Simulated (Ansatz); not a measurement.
Gas-phase reaction in SMILES: COB(O)O [methoxyboronic acid] -> CO[B]O + [OH] (HO) (the B-O bond at the site shown breaks; other sites are not compared here)
Geometries: B3LYP-D3(BJ)/def2-TZVP minima from Ansatz (an electronic-structure program), one conformer each, not searched for the lowest.
Geometry of the first species:
```xyz
10

C      1.5112    -0.2567     1.1330
O      0.8895     0.3703     0.0153
B     -0.4006     0.0815    -0.3171
O     -0.9788     0.6980    -1.3984
O     -1.1250    -0.8187     0.4185
H      0.9774    -0.0274     2.0570
H      2.5273     0.1286     1.1975
H      1.5420    -1.3404     1.0063
H     -0.3778     1.3077    -1.8373
H     -2.0185    -0.9328     0.0809
```
Charge 0, spin multiplicity 1.

Wanted: bond dissociation energy (electronic energy difference), in eV. Valence correlation only, unless marked. Open shells are spin-unrestricted. Spin-orbit coupling is left out. Non-relativistic. Basis-set limits of correlation are two-point, X^-3; Hartree-Fock from the larger set.

| level | program | bond dissociation energy (eV) |
|---|---|---|
| HF/STO-3G | Ansatz | 5.44 |

### Question
What does CCSD(T)/CBS(cc-pVTZ,cc-pVQZ) (Ansatz) give?

### Answer
6.63 eV
